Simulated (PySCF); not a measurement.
## Excitation energy of Tc²⁺ by level of theory

Tc²⁺ [Kr] 4d5 (6S) → Tc²⁺ [Kr] 4d4 5s1 (6D), as a difference of total energies. Computed with PySCF 2.14 in def2-TZVPPD with the def2 core potential (28 electrons), with a scalar-relativistic core potential. Correlated levels: valence: 4s2 4p6 frozen. The calculations carry no spin-orbit coupling.

```csv
method,excitation energy (eV)
UHF,5.774
MP2 (valence),5.944
SCS-MP2 (valence),5.831
CCSD (valence),5.938
CCSD(T) (valence),5.938
```

Problem. How much does correlation contribute at CCSD(T) (valence)?

Solution. 5.938 − (5.774) = 0.164 eV, measured against UHF.
